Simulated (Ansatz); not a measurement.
A geometry relaxed with PBE0-D4/def2-SVP run with Ansatz (a program for electronic structure), charge 0, multiplicity 1:

```xyz
5

F      1.3758     0.3935    -1.2535
F     -1.0937    -1.4012    -0.6779
F      0.7802    -0.5447     1.6473
F     -1.0623     1.5524     0.2840
Sn     0.0000     0.0000     0.0000
```

### Question
Write the SMILES of this molecule.

### Answer
`[F][Sn]([F])([F])[F]`
